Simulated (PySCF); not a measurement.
F²⁺: ionisation energy

F²⁺ [He] 2s2 2p3 (4S) → F³⁺ [He] 2s2 2p2 (3P), as a difference of total energies. Computed with PySCF 2.14 in aug-cc-pVTZ (5s4p3d2f, 46 functions), with the non-relativistic Hamiltonian (point nucleus). Correlated levels: valence: 1s2 frozen. The calculations carry no spin-orbit coupling.

| method | ionisation energy (eV) | plus first-order spin-orbit estimate | difference from reference of that sum (eV) |
| --- | --- | --- | --- |
| UHF | 62.241 | 62.187 | -0.521 |
| MP2 (valence) | 62.823 | 62.769 | +0.061 |
| SCS-MP2 (valence) | 62.563 | 62.509 | -0.199 |
| CCSD (valence) | 62.601 | 62.547 | -0.161 |
| CCSD(T) (valence) | 62.603 | 62.549 | -0.159 |

Reference: 62.708 eV (semi-empirical (NIST evaluation); NIST Atomic Spectra Database, ionization energies).

A first-order spin-orbit estimate (lowest level to lowest level, LS coupling) adds -0.054 eV.

Errors of the correlated levels include the incompleteness of this basis and the frozen core.
